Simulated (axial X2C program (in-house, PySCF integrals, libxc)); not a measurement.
**Density and ELF of CoTe⁺**

Calculated with an in-house relativistic program for diatomic molecules. Two-component (2c) means X2C with spin–orbit coupling and atomic mean-field two-electron Coulomb and Gaunt terms. Basis: Te dyall-cv3z [11s12p8d4f1g], Co dyall-cv3z [9s10p6d3f2g] (cores contracted in-house); Gaussian nuclei, density fitting, unrestricted open shells. Masses: Te 129.906 u, Co 58.933 u.

PBE0, with spin–orbit coupling, state Ω = 4 (⟨Sz⟩ = 1.98, ⟨Lz⟩ = 2.02 at PBE0); Te at z = 0, Co at z = 2.393 Å.

The maps cover the half plane through the axis: z from -2.4 to 4.2 Å along the bond, ρ from 0.15 to 2.25 Å away from it.

log10 of the density in e/bohr³:

```
 ρ\z  -2.4  -1.8  -1.2  -0.6   0.0   0.6   1.2   1.8   2.4   3.0   3.6   4.2
0.15  -3.2  -2.2  -1.3  -0.2   1.8  -0.2  -1.1  -0.4   1.4  -0.4  -2.1  -3.2
0.45  -3.2  -2.3  -1.4  -0.6   0.4  -0.6  -1.2  -0.7   0.2  -0.7  -2.1  -3.3
0.75  -3.4  -2.4  -1.6  -1.0  -0.6  -1.0  -1.3  -1.2  -0.8  -1.3  -2.3  -3.4
1.05  -3.5  -2.7  -1.9  -1.3  -1.1  -1.3  -1.6  -1.6  -1.5  -1.8  -2.6  -3.5
1.35  -3.7  -2.9  -2.2  -1.7  -1.6  -1.7  -1.9  -2.0  -2.1  -2.3  -2.9  -3.7
1.65  -4.0  -3.2  -2.6  -2.1  -2.0  -2.1  -2.3  -2.4  -2.6  -2.8  -3.3  -4.0
1.95  -4.3  -3.6  -3.0  -2.6  -2.4  -2.5  -2.7  -2.8  -3.0  -3.3  -3.7  -4.3
2.25  -4.6  -3.9  -3.4  -3.0  -2.9  -2.9  -3.1  -3.3  -3.4  -3.7  -4.1  -4.7
```

Electron localisation function (collinear form, no current term, damped to 0 at low density):

```
 ρ\z  -2.4  -1.8  -1.2  -0.6   0.0   0.6   1.2   1.8   2.4   3.0   3.6   4.2
0.15  0.15  0.72  0.77  0.47  0.77  0.47  0.56  0.40  0.58  0.44  0.02  0.00
0.45  0.12  0.69  0.80  0.29  0.76  0.26  0.61  0.34  0.73  0.39  0.03  0.00
0.75  0.08  0.61  0.82  0.41  0.29  0.33  0.65  0.24  0.29  0.22  0.05  0.01
1.05  0.04  0.49  0.80  0.73  0.51  0.61  0.64  0.23  0.10  0.12  0.05  0.01
1.35  0.01  0.31  0.70  0.80  0.74  0.67  0.55  0.23  0.07  0.07  0.04  0.00
1.65  0.00  0.14  0.53  0.71  0.69  0.57  0.40  0.18  0.05  0.04  0.02  0.00
1.95  0.00  0.03  0.28  0.50  0.51  0.38  0.23  0.11  0.04  0.02  0.01  0.00
2.25  0.00  0.00  0.08  0.24  0.26  0.18  0.09  0.04  0.02  0.01  0.00  0.00
```

Axial spin density in 10⁻³ e/bohr³:

```
 ρ\z  -2.4  -1.8  -1.2  -0.6   0.0   0.6   1.2    1.8    2.4    3.0  3.6  4.2
0.15  -0.1  -0.6  -3.2  -1.3  68.0  -0.5  -4.1  123.4  863.0  120.5  3.9  0.1
0.45   0.0  -0.3  -0.6   5.0   5.2   5.6  -3.5   14.9  277.2   24.6  1.8  0.1
0.75   0.0   0.0   1.8  15.3  21.7  15.5  -0.9    1.1   51.5    7.0  0.6  0.0
1.05   0.0   0.2   2.4  14.2  26.7  14.4   1.2    1.2   12.3    3.3  0.2  0.0
1.35   0.0   0.2   1.8   8.2  14.6   8.5   1.6    1.0    3.6    1.5  0.2  0.0
1.65   0.0   0.1   1.0   3.8   6.3   4.0   1.1    0.6    1.1    0.6  0.1  0.0
1.95   0.0   0.1   0.5   1.6   2.4   1.7   0.6    0.3    0.4    0.2  0.1  0.0
2.25   0.0   0.1   0.2   0.6   0.9   0.7   0.3    0.1    0.1    0.1  0.0  0.0
```

One determinant describes the state; a PBE0 search over occupations chose it and may have missed a lower one. Density functionals use the spin component along the axis (collinear). PBE0 can misorder states that lie within some tenths of an eV, so this need not be the ground state of the molecule. The nearest other 2c determinant of the search, Ω = 2, lies 0.29 eV up at the distance of the search. The functionals have no current-density term, which raises determinants with orbital currents, atoms included. With several unpaired electrons one determinant need not be a pure state. Open-shell Ω = 0 determinants with evenly filled partner blocks cannot be reached by this program, so the Ω shown need not be the lowest component.
